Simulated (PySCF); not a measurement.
Compound: CH₇AsSi.
Bonds: C1–Si2, Si2–As3. Hydrogens: H4, H5, H6 on C1; H7, H8 on Si2; H9, H10 on As3.

Method: PBE0-D3(BJ)/def2-SVP geometry optimisation, gas phase (PySCF); density fitting, grid level 1; the optimiser is geomeTRIC in internal coordinates, started from a GFN2-xTB structure.

Step 0: E = -69847.6150 eV
```
atom  x, y, z in Å  |  force x, y, z in eV/Å
C1     -1.4354   -0.5329   -0.1038    0.614   0.333   0.127
Si2     0.0195    0.6946   -0.0811   -0.933  -0.504  -0.155
As3     1.8160   -0.3366    0.9916    0.067  -0.135   0.537
H4     -2.3029   -0.1253   -0.6125   -0.386   0.302  -0.283
H5     -1.7378   -0.7928    0.9080   -0.095  -0.094   0.466
H6     -1.1573   -1.4548   -0.6096    0.158  -0.381  -0.241
H7      0.2796    1.1203   -1.4671    0.253   0.102  -0.406
H8     -0.3886    1.9011    0.6615    0.002   0.332   0.310
H9      2.1351   -1.1724   -0.2142   -0.017  -0.374  -0.347
H10     2.7807    0.7035    0.5048    0.338   0.419  -0.008
```

Q: Estimate the geometry and energy of step 1. (The exact step hangs on the optimiser's Hessian estimate; all steps are aligned on step 0, rigid shifts and turns removed.)

A: E = -69847.6782 eV, largest force 0.242 eV/Å
```
atom  x, y, z in Å  |  force x, y, z in eV/Å
C1     -1.4579   -0.5395   -0.1018   -0.050  -0.016  -0.054
Si2    -0.0209    0.6763   -0.0964    0.083   0.040   0.076
As3     1.8411   -0.3236    0.9939    0.116  -0.018  -0.211
H4     -2.3342   -0.1081   -0.6136    0.043  -0.004   0.027
H5     -1.7588   -0.8047    0.9241    0.040   0.035  -0.010
H6     -1.1862   -1.4701   -0.6253    0.010   0.034   0.000
H7      0.3414    1.1003   -1.4871   -0.068  -0.016   0.028
H8     -0.3685    1.9022    0.6945   -0.016  -0.035  -0.054
H9      2.1436   -1.1984   -0.2330   -0.026   0.089   0.154
H10     2.8093    0.7702    0.5221   -0.132  -0.108   0.045
```

The energy changes by -0.0632 eV. The first-order estimate −F·Δx gives -0.1539 eV and the mean of the old and new forces, exact on a quadratic surface, -0.0630 eV. The step makes an angle of 56° with the force vector and moves no atom by more than 0.075 Å.

What follows is the cost of the whole optimisation. The run took 35 s wall on AMD EPYC 7571, one thread, no GPU, shared host, and the process peaked at 0.42 GiB of memory.
